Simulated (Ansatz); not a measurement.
Reaction (formal exchange of groups at the Si–O bond): `O[SiH2]CBr` + CH₄ → `C[SiH2]CBr` + H₂O

Isolated molecules relaxed with PBE0-D4/def2-TZVP in Ansatz; ΔE leaves out vibrations. CCSD(T)/CBS adds triple-zeta CCSD(T) − MP2 to the extrapolated MP2 energy (def2 sets, frozen cores). This one scheme is used for every species. DFT in def2-TZVPP. HSE06 is defined as in plane-wave codes. For Br outer-core shells are correlated without core-valence functions, which leaves a few kJ/mol of doubt a bond. Scalar relativity is left out up to krypton. One conformer a species, not always the lowest.

CCSD(T)/CBS gives +0.97 eV.

Question: Another level gave +1.02 eV. Which?
A. PBE-D4/def2-TZVPP
B. r2SCAN0/def2-TZVPP
C. BHLYP/def2-TZVPP
D. HSE06/def2-TZVPP

Answer: B. r2SCAN0 1.02, PBE-D4 0.91, HSE06 0.95, BHLYP 1.11 eV.

Largest T1 diagnostic among the species: 0.009.

From BLYP to BHLYP (50 % exact exchange), in def2-TZVPP and without D4, ΔE moves by +0.04 eV. In def2-TZVPP, CCSD(T) changes the Hartree–Fock value by −0.18 eV (the triples alone add −0.02 eV) and MP2 by −0.17 eV.
